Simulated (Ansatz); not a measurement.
**Energy profile**

The step: GaF + HCl → GaCl + HF; bonds formed: Ga1–Cl4, F2–H3; bonds broken: Ga1–F2, H3–Cl4 (atoms numbered as in the saddle structure below).

```xyz
4
angstrom
Ga -0.9419 -1.2248 -0.1800
F -0.0145 0.1733 -1.1866
H 0.4289 0.5756 -0.0285
Cl 0.5275 0.4759 1.3952
```

Electronic energies by CCSD(T) at an estimated basis limit (MP2 extrapolated from triple and quadruple zeta, plus CCSD(T) − MP2 in triple zeta), on PBE0-D4/def2-TZVP structures; GaHClF, singlet; no counterpoise correction. Computed with Ansatz 0.2.0 (basis: def2-TZVPP and def2-QZVPP); correlated methods freeze the cores. Filled d shells of the heavier atoms are correlated. The def2 sets are not built for correlating such inner shells, so the correlated values are less sure here. Extrapolation: Hartree–Fock as exp(−7.88 √X), correlation as X^−2.97.

Give the profile in kJ/mol, counted from the separated reactants. (Judge from chemistry; the value comes from the calculation.)

Computed:
```
                                                                         point  kJ/mol
 separated: GaF (linked as [F][Ga]; Ga1, F2; singlet) + HCl (H3, Cl4; singlet)     0.0
                                                               start structure   -24.5
                                                                        saddle    -5.0
                                                                 end structure   -49.7
separated: GaCl (linked as [Cl][Ga]; Ga1, Cl4; singlet) + HF (F2, H3; singlet)   -24.2
```
The saddle lies below the separated reactants: the barrier is submerged.

No T1 diagnostic of these runs exceeds 0.016.

For scale, one of the runs: CCSD(T)/def2-TZVPP, 135 basis functions, launched by `ansatz run in.yaml --threads 2 --pin off --events-out ev --progress --plain --max-ram 4352MiB`. Hardware: 2 CPU threads of an Arm Neoverse V1, shared host. Wall time 17 s; peak host memory 0.69 GiB.
